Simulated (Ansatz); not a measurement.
C3H9NOSi (`C=C[Si](C)(N)O`), relaxed with RKS PBE0-D4/def2-TZVP in the Gaussian-basis code of Ansatz from a GFN2-xTB geometry. The force threshold is 0.005 eV/Å; the program also tests the step.

The species carries charge 0 and has multiplicity 1.

Start:

```xyz
15

C     2.283    0.313   -0.431
C     1.396   -0.659   -0.295
Si   -0.442   -0.415    0.072
C    -0.764    1.120    1.141
N    -1.491   -0.248   -1.303
O    -0.826   -1.822    0.809
H     3.324    0.127   -0.651
H     2.011    1.351   -0.317
H     1.735   -1.680   -0.411
H    -1.818    1.223    1.380
H    -0.215    1.065    2.076
H    -0.456    2.028    0.635
H    -1.549   -1.024   -1.944
H    -1.458    0.612   -1.825
H    -1.730   -1.992    1.062
```

```json
{"step": "1", "energy (eV)": "-14666.6532", "largest force (eV/Å)": "0.674", "largest move (Å)": "0.000"}
{"step": "2", "energy (eV)": "-14666.6903", "largest force (eV/Å)": "0.424", "largest move (Å)": "0.061"}
{"step": "3", "energy (eV)": "-14666.6975", "largest force (eV/Å)": "0.240", "largest move (Å)": "0.074"}
{"step": "4", "energy (eV)": "-14666.7101", "largest force (eV/Å)": "0.191", "largest move (Å)": "0.111"}
{"step": "5", "energy (eV)": "-14666.7146", "largest force (eV/Å)": "0.088", "largest move (Å)": "0.038"}
{"step": "6", "energy (eV)": "-14666.7171", "largest force (eV/Å)": "0.072", "largest move (Å)": "0.062"}
{"step": "7", "energy (eV)": "-14666.7185", "largest force (eV/Å)": "0.095", "largest move (Å)": "0.054"}
{"step": "8", "energy (eV)": "-14666.7198", "largest force (eV/Å)": "0.093", "largest move (Å)": "0.059"}
{"step": "9", "energy (eV)": "-14666.7211", "largest force (eV/Å)": "0.104", "largest move (Å)": "0.052"}
{"step": "10", "energy (eV)": "-14666.7221", "largest force (eV/Å)": "0.098", "largest move (Å)": "0.055"}
{"step": "11", "energy (eV)": "-14666.7224", "largest force (eV/Å)": "0.061", "largest move (Å)": "0.042"}
{"step": "12 (rejected)", "energy (eV)": "-14666.7216", "largest force (eV/Å)": "0.092", "largest move (Å)": "0.067"}
{"step": "13", "energy (eV)": "-14666.7227", "largest force (eV/Å)": "0.044", "largest move (Å)": "0.034"}
{"step": "14", "energy (eV)": "-14666.7228", "largest force (eV/Å)": "0.012", "largest move (Å)": "0.014"}
{"step": "15", "energy (eV)": "-14666.7228", "largest force (eV/Å)": "0.022", "largest move (Å)": "0.008"}
{"step": "16", "energy (eV)": "-14666.7229", "largest force (eV/Å)": "0.008", "largest move (Å)": "0.004"}
{"step": "17", "energy (eV)": "-14666.7229", "largest force (eV/Å)": "0.006", "largest move (Å)": "0.002"}
{"step": "18", "energy (eV)": "-14666.7229", "largest force (eV/Å)": "0.003", "largest move (Å)": "0.002"}
```

End:

```xyz
15

C     2.289    0.292   -0.221
C     1.350   -0.632   -0.407
Si   -0.438   -0.417    0.057
C    -0.696    1.160    1.014
N    -1.533   -0.371   -1.272
O    -0.776   -1.778    0.930
H     3.323    0.141   -0.521
H     2.069    1.247    0.247
H     1.651   -1.570   -0.876
H    -1.742    1.256    1.313
H    -0.085    1.167    1.919
H    -0.435    2.043    0.424
H    -1.511   -1.097   -1.971
H    -1.758    0.516   -1.694
H    -1.708   -1.957    1.060
```

Run time 68 s (2 threads of an AMD EPYC 7R13 on a shared host and a share of an NVIDIA H100 80 GB); peak host memory 0.88 GiB.
